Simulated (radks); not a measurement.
Values are calculated unless marked as measured or tabulated.
How relativity changes the ionisation of the gallium ion Ga+ ([Ar] 3d10 4s2) to Ga2+ ([Ar] 3d10 4s1). Spin-unpolarised spherical Kohn-Sham, BLYP, point nucleus unless stated (finite: rms radius 3.9973 fm), a radial shooting solver on a logarithmic mesh with Libxc functionals. A level marked "c x" has the speed of light scaled by that factor.

| level | E(Ga+) (hartree) | E(Ga2+) (hartree) | IE (eV) | HOMO | <r> HOMO (bohr) |
|---|---|---|---|---|---|
| non-rel. | -1924.73422 | -1923.96719 | 20.872 | 4s | 2.251 |
| scalar-rel. | -1944.11840 | -1943.33789 | 21.239 | 4s | 2.217 |
| scalar-rel., finite nucleus | -1944.10778 | -1943.32727 | 21.239 | 4s | 2.217 |
| Dirac | -1944.19935 | -1943.41883 | 21.239 | 4s1/2 | 2.218 |
| Dirac, finite nucleus | -1944.18872 | -1943.40820 | 21.239 | 4s1/2 | 2.218 |
| Dirac, c x 1.25 | -1937.07783 | -1936.30229 | 21.104 | 4s1/2 | 2.230 |
| Dirac, c x 1.5 | -1933.26392 | -1932.49102 | 21.032 | 4s1/2 | 2.236 |
| Dirac, c x 3 | -1926.84895 | -1926.08047 | 20.911 | 4s1/2 | 2.248 |

NIST Atomic Spectra Database: 20.515 eV (measured). The relativistic part of the total energy of Ga+ is -19.45 hartree (Dirac, finite nucleus), 1 % of the non-relativistic value. Spin polarisation and multiplet splitting of open shells are left out at every level.

Beside tabulated values, note that spin-unpolarised runs miss the spin-polarisation part of the exchange energy of open shells.
